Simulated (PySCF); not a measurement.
# Spin-rotation constants: `[H][Ge]([CH3])([CH3])[O]C`, C3H10GeO

Geometry:
```
atom   x (Å)   y (Å)   z (Å)
 Ge1   0.054   0.560   0.349
  H2   0.137   0.783   1.860
  C3   1.843   0.068  -0.360
  H4   1.748  -0.279  -1.386
  H5   2.296  -0.724   0.230
  H6   2.512   0.922  -0.348
  C7  -0.856   2.025  -0.600
  H8  -0.922   1.789  -1.658
  H9  -0.316   2.960  -0.486
 H10  -1.864   2.156  -0.217
 O11  -1.079  -0.785   0.079
 C12  -0.911  -2.100   0.546
 H13  -0.004  -2.560   0.143
 H14  -1.775  -2.675   0.210
 H15  -0.864  -2.138   1.638
```

The calculation used GIAO B97-2/def2-SVP magnetisability, rotational g tensor and spin-rotation constants, non-relativistic, gas phase (PySCF). Geometry: GFN2-xTB.

The calculation is non-relativistic, which matters for the atoms heavier than Zn.

Q: Give the nuclear spin-rotation constants along the inertial axes (H = +C I·J) beside the isotropic shieldings.

A: Rotational constants 4.4075, 2.5343, 1.8556 GHz. A star marks the isotopologue with that one atom substituted, in its own axes.
```
atom  isotope  Caa (kHz)  Cbb (kHz)  Ccc (kHz)  mean (kHz)  σ (ppm)
  H2       1H     -0.355     -0.218      0.080      -0.164     26.6
  H4       1H     -0.520     -0.279      0.015      -0.261     31.6
  H5       1H     -0.266     -0.142     -0.179      -0.196     31.2
  H6       1H     -0.050     -0.238     -0.222      -0.170     31.9
  H8       1H     -0.514     -0.290      0.030      -0.258     31.4
  H9       1H     -0.010     -0.280     -0.207      -0.166     31.9
 H10       1H     -0.487      0.006     -0.195      -0.225     31.3
 H13       1H     -0.469      0.069     -0.141      -0.180     28.4
 H14       1H     -0.189     -0.098     -0.124      -0.137     28.1
 H15       1H     -0.438     -0.267      0.091      -0.204     28.5
 Ge1    73Ge*     -1.173     -0.711     -0.563      -0.816   1426.5
  C3     13C*      0.446      0.269      0.171       0.295    195.1
 O11     17O*     -0.462     -0.081     -0.061      -0.201    327.7
 C12     13C*      0.592      0.498      0.373       0.488    142.4
```
For the geometry as given, no vibrational averaging.
